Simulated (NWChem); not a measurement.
System: ZnHSeF; SMILES [F][Zn][SeH]

Here is an NWChem input.

```
start job
memory heap 200 mb stack 900 mb global 1100 mb
geometry units angstroms noautosym nocenter noautoz
  Zn    -0.260935     0.634942     0.000000
  F     -0.364922     2.376890     0.000000
  Se    -0.144543    -1.635266     0.000000
  H      1.327357    -1.578833     0.000000
end
basis spherical
  * library def2-svpd
end
dft
  xc pbe0
  iterations 150
end
property
  response 1 0.0
end
task dft property
```

NWChem printed, in part:

```
             Northwest Computational Chemistry Package (NWChem) 7.3.0
             --------------------------------------------------------

                             Geometry "geometry" -> ""
                             -------------------------

 Output coordinates in angstroms (scale by  1.889725989 to convert to a.u.)

  No.       Tag          Charge          X              Y              Z
 ---- ---------------- ---------- -------------- -------------- --------------
    1 Zn                  30.0000    -0.26093500     0.63494200     0.00000000
    2 F                    9.0000    -0.36492200     2.37689000     0.00000000
    3 Se                  34.0000    -0.14454300    -1.63526600     0.00000000
    4 H                    1.0000     1.32735700    -1.57883300     0.00000000

 Effective nuclear repulsion energy (a.u.)     378.7695093326

                              NWChem Property Module
                              ----------------------

                                 NWChem DFT Module
                                 -----------------

 Summary of "ao basis" -> "ao basis" (spherical)
 ------------------------------------------------------------------------------
       Tag                 Description            Shells   Functions and Types
 ---------------- ------------------------------  ------  ---------------------
 Zn                        def2-svpd                12       34   5s4p2d1f
 F                         def2-svpd                 9       23   4s3p2d
 Se                        def2-svpd                15       41   6s5p4d
 H                         def2-svpd                 4        8   2s2p

            General Information
            -------------------
          SCF calculation type: DFT
          Wavefunction type:  closed shell.
          No. of atoms     :     4
          No. of electrons :    74
           Alpha electrons :    37
            Beta electrons :    37
          Charge           :     0
          Spin multiplicity:     1
          Use of symmetry is: off; symmetry adaption is: off
          Maximum number of iterations: 150
          AO basis - number of functions:   106
                     number of shells:    40
          Convergence on energy requested:  1.00D-06
          Convergence on density requested:  1.00D-05
          Convergence on gradient requested:  5.00D-04

              XC Information
              --------------
                         PBE0 Method XC Functional
                     Hartree-Fock (Exact) Exchange  0.250
          PerdewBurkeErnzerhof Exchange Functional  0.750
            Perdew 1991 LDA Correlation Functional  1.000 local
           PerdewBurkeErnz. Correlation Functional  1.000 non-local

             Grid Information
             ----------------
          Grid used for XC integration:  medium
          Radial quadrature: Mura-Knowles
          Angular quadrature: Lebedev.
          Tag              B.-S. Rad. Rad. Pts. Rad. Cut. Ang. Pts.
          ---              ---------- --------- --------- ---------
          Zn                  1.35      112          12.0       590
          F                   0.50       49          14.0       434
          Se                  1.15      112          12.0       590
          H                   0.35       45          12.0       434
          Grid pruning is: on
          Number of quadrature shells:   318
          Spatial weights used:  Erf1

      Superposition of Atomic Density Guess
      -------------------------------------

 Sum of atomic energies:       -4276.87198176

      Non-variational initial energy
      ------------------------------

 Total energy =   -4277.193356
 1-e energy   =   -6722.635747
 2-e energy   =    2066.672881
 HOMO         =      -0.302542
 LUMO         =      -0.056650

   convergence    iter        energy       DeltaE   RMS-Dens  Diis-err
 ---------------- ----- ----------------- --------- --------- ---------
 d= 0,ls=0.0,diis     1  -4280.1327877023 -4.66D+03  1.70D-02  7.52D-01
 d= 0,ls=0.0,diis     2  -4279.9028916786  2.30D-01  8.66D-03  3.56D+00
 d= 0,ls=0.0,diis     3  -4280.2256003047 -3.23D-01  1.50D-03  2.29D-02
 d= 0,ls=0.0,diis     4  -4280.2271618965 -1.56D-03  7.26D-04  6.96D-03
 d= 0,ls=0.0,diis     5  -4280.2279037495 -7.42D-04  1.64D-04  1.95D-04
  Resetting Diis
 d= 0,ls=0.0,diis     6  -4280.2279263449 -2.26D-05  2.43D-05  6.34D-06
 d= 0,ls=0.0,diis     7  -4280.2279271591 -8.14D-07  1.30D-05  4.81D-07
 d= 0,ls=0.0,diis     8  -4280.2279271627 -3.62D-09  6.81D-06  4.60D-07

         Total DFT energy =    -4280.227927162738
      One electron energy =    -6720.900254811185
           Coulomb energy =     2230.460939169518
    Exchange-Corr. energy =     -168.558120853661
 Nuclear repulsion energy =      378.769509332590

 Numeric. integr. density =       73.999977946821

                       DFT Final Molecular Orbital Analysis
                       ------------------------------------

[...]

 DFT Linear Response polarizability / au
 Frequency  =       0.0000000 / au
              X              Y              Z
 -----------------------------------------------
 X      43.0251494     -2.1309408      0.0000003
 Y      -2.1309597     66.4292510      0.0000000
 Z       0.0000003      0.0000000     44.4775234
 -----------------------------------------------
 Eigenvalues =      42.8327098     66.6216906     44.4775234
 Isotropic   =      51.3106413
 Anisotropic =      23.0107058
 -----------------------------------------------

 Magnetic Dipole Response Matrix (nonzero elements):

 Exiting AOResponse driver routine
```

Level: PBE0/def2-SVPD. Geometry: optimised at PBE0/def2-SVP.
